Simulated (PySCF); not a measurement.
Atoms are numbered as in `[F:1][C:2]([F:3])=[C:4]([F:5])[c:6]1[cH:7][cH:8][cH:9][cH:10][n:11]1`. Each H is labelled by its parent atom.

In vacuum, no relativistic terms, a single conformation. Coordinates at the GFN2-xTB level; GIAO PBE0/pcSseg-1 shieldings; PySCF 2.14.

δ = σ(ref) − σ, references computed at the same level: 13C and 1H vs TMS; 19F vs CFCl3; NH3 for 15N.

| atoms | nucleus | count | Hirshfeld charge | δ (ppm) |
| --- | --- | --- | --- | --- |
| C9 | 13C | 1 | -0.05 | 126.8 |
| H(C8) | 1H | 1 | 0.06 | 8.07 |
| F3 | 19F | 1 | -0.05 | ? |
| F5 | 19F | 1 | -0.07 | -207.5 |
| N11 | 15N | 1 | -0.16 | 344.8 |
| H(C9) | 1H | 1 | 0.06 | 7.31 |
| C4 | 13C | 1 | 0.03 | ? |
| C8 | 13C | 1 | -0.03 | ? |
| C6 | 13C | 1 | 0.04 | 155.2 |
| F1 | 19F | 1 | -0.06 | ? |
| C10 | 13C | 1 | 0.02 | 155.4 |
| H(C10) | 1H | 1 | 0.05 | 8.98 |
| C2 | 13C | 1 | 0.16 | 170.1 |
| C7 | 13C | 1 | -0.06 | ? |
| H(C7) | 1H | 1 | 0.05 | 7.68 |

Problem. Complete the table.

Solution. 
- C8: 142.6 ppm, aromatic CH
- C4: 138.4 ppm, fully substituted alkene carbon; as expected for a trigonal carbon in a double bond
- C7: 123.3 ppm, aromatic CH
- F1: -91.3 ppm, vinylic fluorine
- F3: -96.2 ppm, vinylic fluorine

Shifts are as computed. Against solution values, carbons near 30 ppm lie about +3 ppm off and those near 130 ppm about +5 ppm. Of 1211 compounds with measured shifts, 218 miss one by over three times the rms of a fit or turn the order of signals round; such compounds aren't used in these exercises. Unscaled 19F shifts against computed CFCl3 carry errors that often reach 10 to 50 ppm. Experimental scales use liquid or dissolved standards, which lie at an offset from isolated NH3 (liquid NH3: subtract about 20 ppm). Unscaled 15N shifts of sp2 nitrogen come out 20 to 40 ppm too high even then.
